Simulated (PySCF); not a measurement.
A structure optimised at B3LYP-D3(BJ)/def2-SVP, used in a PySCF frequency run:

```xyz
12

Bi    -0.3900    -0.3510     0.3214
H      0.3538    -1.7984    -0.5190
H     -1.6700    -0.2928    -0.9560
N      0.7928     1.1873    -0.7049
C      0.9486     1.0298    -2.1351
C      2.0464     1.4897    -0.0437
H      1.3922     1.9501    -2.5642
H      1.6099     0.1831    -2.4312
H     -0.0276     0.8757    -2.6194
H      2.8439     0.7251    -0.1911
H      2.4515     2.4461    -0.4286
H      1.8999     1.6166     1.0420
```

Task: Write its SMILES and formula.

Result: C[N](C)[BiH2], C₂H₈BiN

Task: What are its rotational constants (standard atomic weights)?

Result: 8.1837, 1.8386, 1.5799 GHz
